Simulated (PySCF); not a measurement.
This script is equivalent to a calculation on In³⁺ (indium, charge +3).

```python
from pyscf import gto, scf, dft, mp, cc
import basis_set_exchange as bse
mol = gto.M(atom="In 0 0 0", charge=3, spin=0, symmetry="D2h",
            basis=gto.basis.parse(bse.get_basis("dyall-av2z", elements=["In"], fmt="nwchem")))
mf = scf.UHF(mol)
mf.irrep_nelec = {'Ag': (8, 8), 'B1g': (2, 2), 'B2g': (2, 2), 'B3g': (2, 2), 'B1u': (3, 3), 'B2u': (3, 3), 'B3u': (3, 3)}
mf.kernel()
```

Problem. What total energy does it give?

Solution. -5738.43363 hartree (calculated).

Problem. Which occupied shell lies highest, and where?

Solution. 4d, at -57.359 eV.

A non-relativistic calculation at this Z misses sizeable relativistic shifts.
